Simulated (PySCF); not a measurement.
# Which determinant of NaSn⁺ lies lowest?

Unrestricted PBE0; basis Na def2-SVP, Sn def2-SVP with ECP28; scalar-relativistic core potentials; PySCF 2.14. Outer shells of the fragments: Na+ closed shells only; Sn 4d10 5s2 5p2.

Followed along the bond (rough minima from three points):

```json
{"2Ms+1": "3", "unpaired": "σ ↑, π ↑", "⟨S²⟩ at the start": "2.00", "R at minimum (Å)": "3.41", "Te (eV)": "0.00"}
{"2Ms+1": "1", "unpaired": "σ ↑, π ↓", "⟨S²⟩ at the start": "1.01", "R at minimum (Å)": "3.48", "Te (eV)": "0.27"}
{"2Ms+1": "1", "unpaired": "none", "⟨S²⟩ at the start": "0.00", "R at minimum (Å)": "3.31", "Te (eV)": "0.36"}
{"2Ms+1": "3", "unpaired": "π ↑↑", "⟨S²⟩ at the start": "2.00", "R at minimum (Å)": "none in the scan", "Te (eV)": "≤ 0.72"}
{"2Ms+1": "1", "unpaired": "π ↑↓", "⟨S²⟩ at the start": "1.01", "R at minimum (Å)": "none in the scan", "Te (eV)": "≤ 1.02"}
```

Solutions found at the starting distance of 3.025 Å, counted from the lowest of them; the search is not exhaustive and high or unbound solutions are not listed, so other states can lie among these:

```json
{"2Ms+1": "3", "unpaired": "σ ↑, π ↑", "term": "³Π", "E (eV)": "0.00", "⟨S²⟩": "2.00", "⟨Lz²⟩": "1.00", "μ (D)": "-8.62"}
{"2Ms+1": "1", "unpaired": "σ ↑, π ↓", "term": "mixed", "E (eV)": "0.29", "⟨S²⟩": "1.01", "⟨Lz²⟩": "1.00", "μ (D)": "-8.53"}
{"2Ms+1": "1", "unpaired": "none", "term": "¹Σ⁺", "E (eV)": "0.36", "⟨S²⟩": "0.00", "⟨Lz²⟩": "0.00", "μ (D)": "-7.50"}
{"2Ms+1": "3", "unpaired": "π ↑↑", "term": "³Σ⁻", "E (eV)": "0.77", "⟨S²⟩": "2.00", "⟨Lz²⟩": "0.00", "μ (D)": "-9.51"}
{"2Ms+1": "1", "unpaired": "π ↑↓", "term": "mixed", "E (eV)": "1.07", "⟨S²⟩": "1.01", "⟨Lz²⟩": "2.01", "μ (D)": "-9.42"}
{"2Ms+1": "1", "unpaired": "none", "term": "mixed", "E (eV)": "1.90", "⟨S²⟩": "0.00", "⟨Lz²⟩": "2.00", "μ (D)": "-9.11"}
{"2Ms+1": "3", "unpaired": "σ ↑↑", "term": "³Σ⁺", "E (eV)": "3.64", "⟨S²⟩": "2.00", "⟨Lz²⟩": "0.00", "μ (D)": "1.92"}
{"2Ms+1": "3", "unpaired": "π ↑↑", "term": "mixed", "E (eV)": "5.64", "⟨S²⟩": "2.00", "⟨Lz²⟩": "2.00", "μ (D)": "1.58"}
{"2Ms+1": "3", "unpaired": "σ ↑↑, π ↑↓", "term": "mixed", "E (eV)": "6.62", "⟨S²⟩": "3.00", "⟨Lz²⟩": "2.01", "μ (D)": "-9.08"}
{"2Ms+1": "3", "unpaired": "σ ↑↑", "term": "mixed", "E (eV)": "7.44", "⟨S²⟩": "2.01", "⟨Lz²⟩": "2.00", "μ (D)": "-8.91"}
```

A term symbol is given only where ⟨S²⟩ and ⟨Lz²⟩ are close to those of a pure state; real π, δ and φ orbitals otherwise mix terms. A positive dipole points towards Sn; it is taken about the centre of mass and depends on that origin.

Spin–orbit coupling is left out.
